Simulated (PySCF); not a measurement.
Ligand exchange on a metal centre used in film growth or etching (Ta F-NH2). Gas-phase values, no solvent. One relaxed conformer stands for each flexible species; it need not be the lowest. In the def2 sets, heavy atoms carry core potentials. All members: neutral, multiplicity 1. Level: B3LYP-D3(BJ)/def2-TZVP // PBE-D3(BJ)/def2-SVP (PySCF), beside PBE-D3(BJ)/def2-TZVP // PBE-D3(BJ)/def2-SVP (PySCF) at the same geometries. B3LYP has the VWN-RPA correlation part, as in Gaussian.  Orbital energies are measured against the vacuum level.

```json
[
 {"species": "[Ta(F)5]", "LUMO, PBE (eV)": "-3.53", "LUMO, B3LYP-D3(BJ) (eV)": "-3.07"},
 {"species": "[Ta(F)4(NH2)]", "LUMO, PBE (eV)": "-3.32", "LUMO, B3LYP-D3(BJ) (eV)": "withheld"},
 {"species": "[Ta(F)3(NH2)2]", "LUMO, PBE (eV)": "-2.44", "LUMO, B3LYP-D3(BJ) (eV)": "-1.86"},
 {"species": "[Ta(F)2(NH2)3]", "LUMO, PBE (eV)": "-2.32", "LUMO, B3LYP-D3(BJ) (eV)": "-1.69"},
 {"species": "[Ta(F)(NH2)4]", "LUMO, PBE (eV)": "-1.47", "LUMO, B3LYP-D3(BJ) (eV)": "-0.86"},
 {"species": "[Ta(NH2)5]", "LUMO, PBE (eV)": "-1.19", "LUMO, B3LYP-D3(BJ) (eV)": "-0.59"}
]
```

Question: Fit y = a + b·x, y being the LUMO at the first level, to the 5 complete rows by least squares, with x = the PBE value in eV. Give a, b and the rms residual, and predict the withheld value.

Answer: Means of the 5 rows: x̄ = -2.19, ȳ = -1.614 eV. Σ(x − x̄)² = 3.3934 and Σ(x − x̄)(y − ȳ) = 3.5893, so b = 1.058 and a = ȳ − b·x̄ = 0.703 eV. The rms residual is 0.037 eV. At x = -3.32 the line gives -2.81 eV. The run for [Ta(F)4(NH2)] gave -2.78 eV, so the line is off by 0.03 eV, within twice the rms residual.

Codes: PySCF.
